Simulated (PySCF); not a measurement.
# UHF on Se²⁺ (selenium, charge +2)

Configuration: [Ar] 3d10 4s1 4p3, high-spin 5S determinant (an excited configuration). Calculation: PySCF 2.14, in aug-cc-pwCVDZ-PP with ECP10MDF (6s5p4d1f, 48 functions); a scalar-relativistic core potential.

| Item | Value |
| --- | --- |
| Total energy | -370.535018 hartree |
| One-electron energy | -635.1988 hartree |
| Hartree (Coulomb) energy | 291.9897 hartree |
| Exchange energy | -27.3259 hartree |
| ⟨S²⟩ | 6.0013 |
| ⟨L²⟩ | 0.000 |
| Sum of ⟨r⟩ | 18.48 bohr |
| Sum of ⟨r²⟩ | 24.29 bohr² |

| shell | electrons | mean orbital energy (eV) | rms radius, mean of both spins (bohr) |
| --- | --- | --- | --- |
| 3s α | 1 | -267.15 | 0.615 |
| 3s β | 1 | -265.46 | 0.615 |
| 3p α | 3 | -209.45 | 0.636 |
| 3p β | 3 | -208.12 | 0.636 |
| 3d α | 5 | -95.066 | 0.687 |
| 3d β | 5 | -94.201 | 0.687 |
| 4s α | 1 | -49.560 | 1.81 |
| 4p α | 3 | -33.232 | 2.09 |

Energies and moments cover only the electrons outside the core potential.
